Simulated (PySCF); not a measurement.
**In³⁺ (indium, charge +3) across methods**

[Kr] 4d10, closed-shell 1S. Calculation: PySCF 2.14, in aug-cc-pVQZ-PP with one added diffuse shell each of s, p, d, f, g type with ECP28MDF (8s8p6d4f3g, 117 functions); a scalar-relativistic core potential.

| method | E (hartree) | mean ε 4s (eV) | mean ε 4p (eV) | mean ε 4d (eV) | Σ⟨r²⟩ (bohr²) | ⟨S²⟩ |
| --- | --- | --- | --- | --- | --- | --- |
| MN15 | -187.7672 | -152.50 | -111.15 | -50.793 | 23.36 | 0.000 |
| UHF | -187.41545 | -175.22 | -127.89 | -56.520 | 22.92 | 0.000 |
| r2SCAN0 | -188.2206 | -159.87 | -115.52 | -50.496 | 23.00 | 0.000 |
| PBE0 | -188.1809 | -157.56 | -113.90 | -50.179 | 23.11 | 0.000 |
| LDA | -187.8015 | -151.23 | -108.84 | -47.881 | 23.35 | 0.000 |
| PBE | -188.1593 | -151.30 | -108.86 | -47.683 | 23.22 | 0.000 |
| r2SCAN | -188.2390 | -154.68 | -111.22 | -48.098 | 23.05 | 0.000 |
| r2SCANh | -188.2316 | -156.75 | -112.94 | -49.056 | 23.03 | 0.000 |

Energies and moments cover only the electrons outside the core potential.
